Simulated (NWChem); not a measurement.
The numbers come from NWChem runs, not from measurements. System: tetrasilane (H10Si4), charge 0, spin multiplicity 1, at a geometry optimised with PBE/def2-SVP. Level: RHF/def2-SVP.

Output (cleaned and shortened):

```
             Northwest Computational Chemistry Package (NWChem) 7.3.0
             --------------------------------------------------------

                                NWChem Input Module
                                -------------------

 Scaling coordinates for geometry "geometry" by  1.889725989
 (inverse scale =  0.529177249)

                             Geometry "geometry" -> ""
                             -------------------------

 Output coordinates in angstroms (scale by  1.889725989 to convert to a.u.)

  No.       Tag          Charge          X              Y              Z
 ---- ---------------- ---------- -------------- -------------- --------------
    1 Si                  14.0000     2.07525900    -1.01041700     0.91243500
    2 Si                  14.0000     1.07289700     1.04141000     0.32960400
    3 Si                  14.0000    -0.72863100     0.69571500    -1.15328400
    4 Si                  14.0000    -2.39872100    -0.62171200    -0.13855400
    5 H                    1.0000     3.23586000    -0.79780200     1.84758000
    6 H                    1.0000     1.06714300    -1.90056700     1.58972800
    7 H                    1.0000     2.57319300    -1.70807400    -0.32537400
    8 H                    1.0000     2.10259000     1.94329200    -0.30384500
    9 H                    1.0000     0.56264000     1.72069200     1.57587300
   10 H                    1.0000    -0.22276100    -0.00355400    -2.39025000
   11 H                    1.0000    -1.31701600     2.01912000    -1.57437400
   12 H                    1.0000    -2.89177300     0.05083900     1.11501600
   13 H                    1.0000    -3.56497700    -0.82534800    -1.06865700
   14 H                    1.0000    -1.83614200    -1.96853100     0.23149600

 Effective nuclear repulsion energy (a.u.)     321.0396477911

            Nuclear Dipole moment (a.u.)
            ----------------------------
        X                 Y               Z
 ---------------- ---------------- ----------------
     0.0000245664     0.0000207870     0.0000132281


 Summary of "ao basis" -> "" (spherical)
 ------------------------------------------------------------------------------
       Tag                 Description            Shells   Functions and Types
 ---------------- ------------------------------  ------  ---------------------
 *                          def2-svp                  on all atoms

 Summary of "ao basis" -> "ao basis" (spherical)
 ------------------------------------------------------------------------------
       Tag                 Description            Shells   Functions and Types
 ---------------- ------------------------------  ------  ---------------------
 Si                         def2-svp                 8       18   4s3p1d
 H                          def2-svp                 3        5   2s1p

                                 NWChem SCF Module
                                 -----------------

  ao basis        = "ao basis"
  functions       =   122
  atoms           =    14
  closed shells   =    33
  open shells     =     0
  charge          =   0.00
  wavefunction    = RHF
  use symmetry    = F
  symmetry adapt  = F

 Summary of "ao basis" -> "ao basis" (spherical)
 ------------------------------------------------------------------------------
       Tag                 Description            Shells   Functions and Types
 ---------------- ------------------------------  ------  ---------------------
 Si                         def2-svp                 8       18   4s3p1d
 H                          def2-svp                 3        5   2s1p

 Forming initial guess at       0.1s

      Superposition of Atomic Density Guess
      -------------------------------------

 Sum of atomic energies:       -1159.94696742

      Non-variational initial energy
      ------------------------------

 Total energy =   -1161.166780
 1-e energy   =   -2246.986236
 2-e energy   =     764.779808
 HOMO         =      -0.293007
 LUMO         =       0.051060

 Starting SCF solution at       2.4s

 ----------------------------------------------
         Quadratically convergent ROHF

 Convergence threshold     :          1.000E-07
 Maximum no. of iterations :          100
 Final Fock-matrix accuracy:          1.000E-09
 ----------------------------------------------

              iter       energy          gnorm     gmax       time
             ----- ------------------- --------- --------- --------
                 1    -1161.1117042951  6.02D-01  1.48D-01      2.6
                 2    -1161.1669630161  1.46D-01  3.76D-02      3.1
                 3    -1161.1697930135  7.53D-03  1.49D-03      3.8
                 4    -1161.1698011837  1.41D-05  3.85D-06      4.9
                 5    -1161.1698011837  6.44D-09  1.09D-09      6.2

       Final RHF  results
       ------------------

         Total SCF energy =  -1161.169801183691
      One-electron energy =  -2249.531389848914
      Two-electron energy =    767.321940874131
 Nuclear repulsion energy =    321.039647791092

        Time for solution =      3.8s

             Final eigenvalues
             -----------------

              1
    1  -68.7602
    2  -68.7601
    3  -68.7554
    4  -68.7553
    5   -6.1328
    6   -6.1328
    7   -6.1298
    8   -6.1296
    9   -4.2429
   10   -4.2429
   11   -4.2427
   12   -4.2427
   13   -4.2426
   14   -4.2426
   15   -4.2398
   16   -4.2394
   17   -4.2394
   18   -4.2392
   19   -4.2392
   20   -4.2392
   21   -0.7780
   22   -0.7369
   23   -0.6875
   24   -0.6402
   25   -0.5069
   26   -0.5033
   27   -0.4908
   28   -0.4836
   29   -0.4736
   30   -0.4726
   31   -0.4355
   32   -0.4048
   33   -0.3815
   34    0.1105
   35    0.1144
   36    0.1426
   37    0.1439
   38    0.1503
   39    0.1629
   40    0.1755
   41    0.1954
   42    0.1956
   43    0.2112

                       ROHF Final Molecular Orbital Analysis
                       -------------------------------------

 Vector   31  Occ=2.000000D+00  E=-4.354524D-01
              MO Center=  8.2D-02,  4.1D-01, -2.0D-01, r^2= 5.4D+00
   Bfn.  Coefficient  Atom+Function         Bfn.  Coefficient  Atom+Function
  ----- ------------  ---------------      ----- ------------  ---------------
    46      0.218006   3 Si pz               93     -0.206115   9 H  s
    98     -0.206119  10 H  s                49      0.193052   3 Si pz
    27     -0.181175   2 Si py               30     -0.168363   2 Si py
    94     -0.154691   9 H  s                99     -0.154732  10 H  s

 Vector   32  Occ=2.000000D+00  E=-4.047762D-01
              MO Center=  3.1D-02,  1.5D-01, -7.3D-02, r^2= 6.3D+00
   Bfn.  Coefficient  Atom+Function         Bfn.  Coefficient  Atom+Function
  ----- ------------  ---------------      ----- ------------  ---------------
    27     -0.199986   2 Si py               30     -0.187694   2 Si py
     9      0.184636   1 Si py

 Vector   33  Occ=2.000000D+00  E=-3.815361D-01
              MO Center=  7.9D-02,  4.0D-01, -1.9D-01, r^2= 5.2D+00
   Bfn.  Coefficient  Atom+Function         Bfn.  Coefficient  Atom+Function
  ----- ------------  ---------------      ----- ------------  ---------------
    44      0.245875   3 Si px               47      0.237917   3 Si px
    26     -0.214427   2 Si px               29     -0.213508   2 Si px
    28     -0.156330   2 Si pz

 Vector   34  Occ=0.000000D+00  E= 1.105099D-01
              MO Center=  4.6D-02,  2.4D-01, -1.1D-01, r^2= 7.0D+00
   Bfn.  Coefficient  Atom+Function         Bfn.  Coefficient  Atom+Function
  ----- ------------  ---------------      ----- ------------  ---------------
   104      0.681159  11 H  s                89      0.676203   8 H  s
    48     -0.590682   3 Si py               74      0.522905   5 H  s
   114      0.522122  13 H  s                11     -0.412392   1 Si px
    31      0.401860   2 Si pz               67      0.401947   4 Si pz
    29     -0.346308   2 Si px               65      0.327182   4 Si px

 Vector   35  Occ=0.000000D+00  E= 1.143627D-01
              MO Center=  4.8D-02,  2.4D-01, -1.1D-01, r^2= 6.9D+00
   Bfn.  Coefficient  Atom+Function         Bfn.  Coefficient  Atom+Function
  ----- ------------  ---------------      ----- ------------  ---------------
    31      0.658898   2 Si pz               48      0.517182   3 Si py
    67      0.510986   4 Si pz               94     -0.496761   9 H  s
    99      0.494482  10 H  s                49      0.428757   3 Si pz
    89      0.425975   8 H  s               104     -0.417529  11 H  s
   114      0.390381  13 H  s                74     -0.387927   5 H  s

 Vector   36  Occ=0.000000D+00  E= 1.425565D-01
              MO Center=  1.6D-01,  4.0D-01, -1.6D-01, r^2= 6.8D+00
   Bfn.  Coefficient  Atom+Function         Bfn.  Coefficient  Atom+Function
  ----- ------------  ---------------      ----- ------------  ---------------
    29     -0.968751   2 Si px               22      0.944159   2 Si s
    40     -0.903695   3 Si s                47     -0.864146   3 Si px
    94     -0.511824   9 H  s                79     -0.459092   6 H  s
    99      0.437361  10 H  s                49     -0.431187   3 Si pz
   119      0.360190  14 H  s                11     -0.289188   1 Si px

 center of mass
 --------------
 x =   0.00446941 y =   0.02255586 z =  -0.01069793

 moments of inertia (a.u.)
 ------------------
         676.493075190833           0.246349916760        -377.129832570347
           0.246349916760        1648.332238911240         145.557605044700
        -377.129832570347         145.557605044700        1728.605131421695

  Mulliken analysis of the total density
  --------------------------------------

    Atom       Charge   Shell Charges
 -----------   ------   -------------------------------------------------------
    1 Si  14    13.60   2.00  1.99  0.96  0.23  5.94  1.25  1.06  0.17
    2 Si  14    13.84   2.00  1.99  0.97  0.28  5.94  1.27  1.23  0.16
    3 Si  14    13.84   2.00  1.99  0.97  0.28  5.94  1.27  1.23  0.16
    4 Si  14    13.60   2.00  1.99  0.96  0.23  5.94  1.25  1.06  0.17
    5 H    1     1.12   0.73  0.38  0.01
    6 H    1     1.12   0.73  0.38  0.01
    7 H    1     1.12   0.73  0.38  0.01
    8 H    1     1.10   0.72  0.36  0.01
    9 H    1     1.10   0.72  0.36  0.01
   10 H    1     1.10   0.72  0.36  0.01
   11 H    1     1.10   0.72  0.36  0.01
   12 H    1     1.12   0.73  0.38  0.01
   13 H    1     1.12   0.73  0.38  0.01
   14 H    1     1.12   0.73  0.38  0.01

       Multipole analysis of the density wrt the origin
       ------------------------------------------------

     L   x y z        total         open         nuclear
     -   - - -        -----         ----         -------
     0   0 0 0     -0.000000      0.000000     66.000000

     1   1 0 0      0.008371      0.000000      0.000025
     1   0 1 0      0.042438      0.000000      0.000021
     1   0 0 1     -0.020134      0.000000      0.000013

     2   2 0 0    -47.811034      0.000000    762.748506
     2   1 1 0     -0.095598      0.000000     -0.470195
     2   1 0 1     -0.065840      0.000000    206.155841
     2   0 2 0    -47.981768      0.000000    229.274455
     2   0 1 1      0.281553      0.000000    -80.829253
     2   0 0 2    -47.567779      0.000000    183.264545

 Task  times  cpu:        6.3s     wall:        6.3s

 Total times  cpu:        6.3s     wall:        6.3s
```

**Question.** Write an NWChem input that would produce this output.

**Answer.** This is not unique; one that fits is 
```
start mol
memory heap 200 mb stack 900 mb global 1100 mb
geometry units angstroms nocenter noautoz noautosym
  Si     2.075259    -1.010417     0.912435
  Si     1.072897     1.041410     0.329604
  Si    -0.728631     0.695715    -1.153284
  Si    -2.398721    -0.621712    -0.138554
  H      3.235860    -0.797802     1.847580
  H      1.067143    -1.900567     1.589728
  H      2.573193    -1.708074    -0.325374
  H      2.102590     1.943292    -0.303845
  H      0.562640     1.720692     1.575873
  H     -0.222761    -0.003554    -2.390250
  H     -1.317016     2.019120    -1.574374
  H     -2.891773     0.050839     1.115016
  H     -3.564977    -0.825348    -1.068657
  H     -1.836142    -1.968531     0.231496
end
basis spherical
  * library def2-svp
end
scf
  rhf
  nopen 0
  maxiter 100
  thresh 1e-7
  semidirect memsize 60000000 filesize 0
end
task scf energy
```
